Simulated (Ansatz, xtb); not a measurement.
**Isomers of B2FH3Se in order of energy**

3 gas-phase structures of B2FH3Se, found in a search over its isomers (lower ones may exist). Each was relaxed with GFN2-xTB; where two conformers were screened, the lower at r2SCAN-D4/def2-SVP is listed:

A. `B[Se]BF`, a singlet
B. `BB(F)[SeH]`, a singlet
C. `FBB[SeH]`, a singlet

Q: Which do you expect lowest at r2SCAN-D4/def2-SVP, and how would the others follow?

A: Calculated order at r2SCAN-D4/def2-SVP: A (0.0), C (16.2), B (21.8) kcal/mol.

Energies above the lowest of each column, in kcal/mol; the last columns are at PBE0-D3(BJ)/def2-SVP geometries and were run for some of them only (a dash: not run or not comparable):

| structure | GFN2-xTB | HF/STO-3G | r2SCAN-D4/def2-SVP | PBE0-D3(BJ)/def2-SVP | CCSD(T)/def2-TZVP |
| --- | --- | --- | --- | --- | --- |
| A | 0.0 | 0.0 | 0.0 | 0.0 | 0.0 |
| C | 23.9 | 26.1 | 16.2 | 16.3 | 18.5 |
| B | 28.5 | 30.5 | 21.8 | – | – |

Every level run on A puts it lowest or level with the lowest. Flexible structures stand in one conformer each, not always the lowest. Frequencies (PBE0-D3(BJ)/def2-SVP) were run for A, C alone.

Programs: Ansatz 0.2.0, xtb 6.7.1.
